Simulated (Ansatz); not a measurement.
`[CH3][SnH]([F])[SH]` → `[CH3][Sn][F]` + H₂S at 500 K and 1 bar (stannylene formation by 1,1-elimination).

Isolated molecules relaxed with PBE0-D4/def2-TZVP in Ansatz; ΔE leaves out vibrations. CCSD(T)/CBS adds triple-zeta CCSD(T) − MP2 to the extrapolated MP2 energy (def2 sets, frozen cores). This one scheme is used for every species. Elements past krypton have def2 core potentials. For Sn outer-core shells are correlated without core-valence functions, which leaves a few kJ/mol of doubt a bond. One conformer a species, not always the lowest.

```
              species  CCSD(T)/CBS energy (Eh)  H − E (kJ/mol)  S (J/(mol·K))
`[CH3][SnH]([F])[SH]`               -752.71910           189.5          432.6
       `[CH3][Sn][F]`               -353.71142           126.2          354.6
                  H₂S               -398.97279            57.0          224.0
```

H − E and S are ideal-gas, rigid-rotor, harmonic terms from PBE0-D4/def2-TZVP, for one conformer and one mirror image of each species. 1 Eh = 2625.50 kJ/mol, R = 8.31446 J/(mol·K).

Task: By hand: ΔE, ΔH, ΔS and ΔG.

Result: ΔE = (-353.71142) + (-398.97279) − (-752.71910) = 0.03489 Eh = 91.6 kJ/mol. Δ(H − E) = 126.2 + 57.0 − 189.5 = -6.3, so ΔH = 85.3 kJ/mol. ΔS = 354.6 + 224.0 − 432.6 = 146.0 J/(mol·K). ΔG = 85.3 − 500 × (146.0)/1000 = 12.3 kJ/mol.

Task: By hand: the equilibrium constant, and the temperature at which ΔG would vanish if ΔH and ΔS stayed fixed.

Result: log₁₀ K = −ΔG/(RT ln 10) = -1.3. ΔG = 0 at ΔH/ΔS = 584 K.

The number of gas molecules changes by +1, which sets the sign of ΔS. A doubt of 5 kJ/mol in ΔE shifts log₁₀ K by 0.5 here. Other conformers and mirror images would add mixing entropy, several J/(mol·K) or more a flexible species. Modes under 60 cm⁻¹, often nearly free rotors, make the harmonic entropy too high. These are equilibria of isolated gas molecules and say nothing of rates. Largest T1 diagnostic: 0.015 (customary marks: 0.02 for closed shells, 0.045 for open ones).
